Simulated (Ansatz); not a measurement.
Ansatz (a first-principles code) input (B2PLYP/def2-TZVPD):

Ansatz 0.2 input:
```yaml
crystal:
  periodic: [false, false, false]
  atoms:
    - {symbol: In, position_ang: [0.00000000, 0.00000000, 0.00000000]}
    - {symbol: O, position_ang: [-0.00000000, -0.00000000, -1.87774827]}
    - {symbol: O, position_ang: [0.00000000, 0.00000000, 1.87774827]}
basis:
  gaussian:
    orbitals: def2-TZVPD
hamiltonian:
  xc: {name: B2PLYP}
magnetization: {spin_polarized: true, initial_magnetization: 1}
correlation: {electrons: outside_noble_gas}
```

End of the output:

```
integrals: 0.14 GiB planned
1004 factors; integrals over basis functions are off by at most 1.0e-3 eV
mean field: 0.74 GiB planned
mean field evaluation 1: about -9243.2619 eV, gradient 4.4e1 eV
mean field evaluation 2: about -9243.2875 eV, gradient 4.4e1 eV
mean field evaluation 4: about -9251.0225 eV, gradient 2.6e0 eV
mean field evaluation 8: about -9251.1397 eV, gradient 2.5e-1 eV
mean field evaluation 16: about -9251.1417 eV, gradient 5.0e-4 eV
mean field evaluation 32: about -9251.1488 eV, gradient 5.7e-1 eV
mean field evaluation 64: about -9251.2835 eV, gradient 5.8e-1 eV
mean field evaluation 96: about -9251.3191 eV, gradient 3.1e-1 eV
mean field -9251.32229063 eV, -339.9798234093 hartree, gradient 2.8e-6 eV, S^2 0.762649; 11 other end points of the search recorded, 0 dependent functions left out
11 core orbitals not correlated, not the lowest: weight in the atoms' cores, before any rotation towards them, 0.609 or more for the frozen orbitals, at most 0.298 for the correlated occupied ones
reference -9251.32243417 eV, -339.9798286842 hartree; 8, 7 occupied and 117, 118 virtual orbitals, 1004 factors
second order -17.97627417 eV of doubles, -0.00000000 eV of singles
Total energy: -9256.17602820 eV, -340.1581949748 hartree
```

It need not be the lowest isomer of its formula.
